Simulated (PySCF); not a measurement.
Compound: C₇H₈N (doublet state).
SMILES with atom numbers: `[CH:1]#[C:2][C@H:3]1[CH:4][CH:5]=[N:6][CH2:7][CH2:8]1` (hydrogens: H9 on C1; H10 on C3; H11 on C4; H12 on C5; H13, H14 on C7; H15, H16 on C8)

Structure used (GFN2-xTB), in Å, numbered top down from 1:
```
atom  x, y, z in Å
C1     2.014    0.129   -1.873
C2     1.526    0.076   -0.781
C3     0.890    0.044    0.530
C4     0.129    1.319    0.705
C5    -1.223    1.360    0.414
N6    -1.926    0.378   -0.080
C7    -1.300   -0.892   -0.246
C8    -0.085   -1.136    0.653
H9     2.463    0.160   -2.820
H10    1.682   -0.037    1.286
H11    0.670    2.215    0.964
H12   -1.764    2.291    0.541
H13   -1.004   -0.970   -1.303
H14   -2.068   -1.655   -0.077
H15   -0.420   -1.202    1.691
H16    0.406   -2.072    0.383
```

The hyperfine couplings belong to this conformer and change with its torsions.

The calculation used UKS B3LYP, pcH-1 on C H N, non-relativistic, mean-field spin-orbit, GIAO in PySCF 2.14.0. One conformer (not necessarily the lowest) at the GFN2-xTB geometry, without solvent, vibrations or thermal averaging. Couplings are sensitive to structure, and on GFN2-xTB geometries they can be far from those on DFT ones. The SCF solution wasn't tested for stability. ⟨S²⟩ is 0.775 where a pure state has 0.75.

(1) Break the g tensor into its mass correction, gauge correction and orbital-Zeeman/spin–orbit terms.

(2) How much does each term add to the isotropic shift?

(3) What are the electron Larmor frequencies g μB B/h along the three axes at 340 mT?

(4) In a frozen sample, at which fields do the three g values resonate at 9.5, 34, 94 and 263 GHz (hyperfine left aside), and which band first spreads them over more than twice a line width of 0.3 mT?

## Answers

(1) 
```tsv
Δg (ppm)	1	2	3
relativistic mass correction	-183	-183	-183
gauge correction	-4	32	30
orbital Zeeman/spin–orbit	-48	1122	2712
total	-236	971	2559
```

So g = 2.00208, 2.00329, 2.00488 and g_iso = 2.00342; the tensor is rhombic: the two nearest values differ by 43 % of g3 − g1. Axes: g2 points within 11° of the C4–C5 bond.

(2) The orbital-Zeeman/spin–orbit term 1262, the mass correction -183 and the gauge correction 19 ppm, for a total of 1098 ppm. The orbital-Zeeman/spin–orbit term is the largest in size. The mass correction is the same along every axis, so the anisotropy comes from the other two: their spans along these axes are 37 (gauge) and 2760 ppm (orbital Zeeman/spin–orbit).

(3) 9.5274, 9.5331, 9.5407 GHz for g1, g2 and g3, a range of 13.3 MHz.

(4) 
| band | GHz | B(g3) mT | B(g2) mT | B(g1) mT | spread mT |
| --- | --- | --- | --- | --- | --- |
| X | 9.5 | 338.55 | 338.82 | 339.02 | 0.47 |
| Q | 34.0 | 1211.66 | 1212.62 | 1213.35 | 1.69 |
| W | 94.0 | 3349.87 | 3352.53 | 3354.55 | 4.68 |
| J | 263.0 | 9372.52 | 9379.95 | 9385.60 | 13.08 |

The spread grows in proportion to the frequency. Q band is the first where it exceeds 0.6 mT.

The largest Mulliken spin populations are on C4 (+0.71), N6 (+0.52) and C5 (-0.23). The angles at C4 add up to 359.7°, so it is planar; its axial dipolar tensor and the negative coupling of its proton fit spin in a p orbital normal to that plane.

The HOMO–LUMO gaps are 6.44 eV among the α and 3.79 eV among the β orbitals.

The run took 74 s (grids of density and orbitals included) on one thread of an Arm Neoverse V1 (shared host), and the process peaked at 0.98 GiB of memory.
